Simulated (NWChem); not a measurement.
System: C₃H₄OSe; SMILES C=C1OC[Se]1

```xyz
9

C     -1.1999     1.9635     0.0000
C     -0.2696     1.0140     0.0000
O      1.0819     1.1834     0.0000
C      1.5389    -0.1525     0.0000
Se    -0.2866    -0.9035     0.0000
H     -2.2572     1.7023     0.0000
H     -0.9025     3.0140     0.0000
H      2.1124    -0.3922    -0.9079
H      2.1124    -0.3922     0.9079
```
Atoms are numbered in this order, from 1.

Structure relaxed at the PBE0/def2-SVP level.

Spin-orbit effects, on the heavy nuclei and on their neighbours, are missing.

Question: Give the principal values of the shielding tensors (ppm) of C1, C2, O3, C4, Se5 from PBE0/pcSseg-1, GIAO (NWChem), with their diamagnetic and paramagnetic parts as GIAO splits them.

Answer: 
```csv
atom,σ11,σ22,σ33,isotropic,diamagnetic,paramagnetic
C1,-12.8,139.5,153.3,93.3,254.6,-161.3
C2,-76.3,47.2,84.9,18.6,255.6,-237.1
O3,61.8,97.2,255.5,138.2,395.0,-256.8
C4,83.8,105.9,162.4,117.4,245.0,-127.6
Se5,361.4,832.6,2134.9,1109.6,2995.8,-1886.1
```
